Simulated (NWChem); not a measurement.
## Total energies of H5Si2

```xyz
7

Si    -0.1303    -1.2092     0.0000
Si     0.0537     1.1242     0.0000
H      0.4203    -1.8769     1.2344
H      0.4203    -1.8769    -1.2344
H     -0.6275     1.6730    -1.2247
H     -0.6275     1.6730     1.2247
H      1.4869     1.5980     0.0000
```
Charge 0, spin multiplicity 2.

Everything below was run with NWChem. Structure: optimised with UPBE/def2-SVP, a minimum by its harmonic frequencies.

Basis set: def2-TZVP (104 functions).

| method | total energy (Ha) | relative cost |
|---|---|---|
| UHF | -580.74661 | 1 |
| UMP2 | -580.96835 | under 3 |
| UB2PLYP | -581.68740 | under 3 |
| UPBE | -581.63291 | under 3 |
| UB3LYP | -581.99310 | under 3 |
| UM06-2X | -581.88719 | under 3 |

Total energies of different functionals aren't comparable as a measure of quality: only differences taken within one method are. The cost column gives rough processor time relative to UHF; each entry includes its own SCF.

The correlated methods keep 10 core orbitals frozen. B3LYP has NWChem's definition, with VWN1-RPA local correlation. The structure started from a generated list of species. The unpaired electrons of the parent sit in orbitals of symmetry a' (Cs labels of the run); other states weren't searched. The stability of the SCF solutions was not checked. Open-shell Hartree-Fock references start from PBE0 orbitals; any time given for them includes that run.
